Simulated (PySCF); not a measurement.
**Question.** Write Cartesian coordinates for InChI=1S/C4H9OPSi/c1-3-6(7)4(2)5/h3H,1H2,2,7H3 as optimised with PBE0-D3(BJ)/def2-SVP.

**Answer.** 
```xyz
16
C4H9OPSi angstrom
C      2.9377   -0.4148   -0.0138
C      1.6559   -0.7803   -0.1081
P      0.3324    0.2544   -0.8080
Si    -0.0124    1.5733    1.0015
C     -1.1206   -0.9137   -0.5292
C     -2.4759   -0.3454   -0.8611
O     -0.9623   -2.0616   -0.1998
H      3.6830   -1.0936    0.4122
H      3.2957    0.5644   -0.3483
H      1.3198   -1.7735    0.2174
H     -0.2597    0.7750    2.2399
H     -1.1800    2.4727    0.7488
H      1.2200    2.3974    1.1696
H     -3.2402   -0.8289   -0.2370
H     -2.6952   -0.5834   -1.9150
H     -2.5178    0.7474   -0.7492
```

Orientation and origin are arbitrary. Atoms count from 1 in this order. P3 (three-coordinate phosphorus) is pyramidal (angles 98.7°, 97.7° and 97.2°, sum 293.6°, 0.97 Å off the plane of its three neighbours). Of the pairs four or more bonds apart, O7···H10 is among the closest relative to their van der Waals radii: 2.34 Å, 86 % of the sum of Bondi's values. The C–P distances run from 1.820 Å (C2–P3, drawn single) to 1.885 Å (P3–C5, drawn single), a spread of 0.065 Å. Si4 (SiH3 silicon) is tetrahedral (angles from 106.6° to 112.1°).

Bonds between heavy atoms (Å): C1=C2 1.336, C2–P3 1.820, P3–Si4 2.266, P3–C5 1.885, C5–C6 1.507, C5=O7 1.205.

The calculation used PySCF, PBE0-D3(BJ)/def2-SVP geometry optimisation, gas phase.

Point group: C1 (no symmetry element, even within 0.4 Å). Stationary, but not proved a minimum. The numbers are those of one conformer (C1–C2–P3–Si4 -80°, C2–P3–C5–C6 174°).
